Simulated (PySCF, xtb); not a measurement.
NbO, SMILES [O]=[Nb] (connectivity only; charge and spin as stated), neutral, multiplicity 4.

Harmonic wavenumbers (cm⁻¹) from GFN2-xTB in xtb at its own minimum, in rising order: 723.

Task: What does PBE0-D3(BJ)/def2-TZVPD (PySCF 2.14.0) give at its own minimum? (The exact figures need the calculation; the answer reports its results.)

Result: 1041. Paired by order, the mean absolute difference is 317 cm⁻¹ and the zero-point energies are 1.0 and 1.5 kcal/mol.
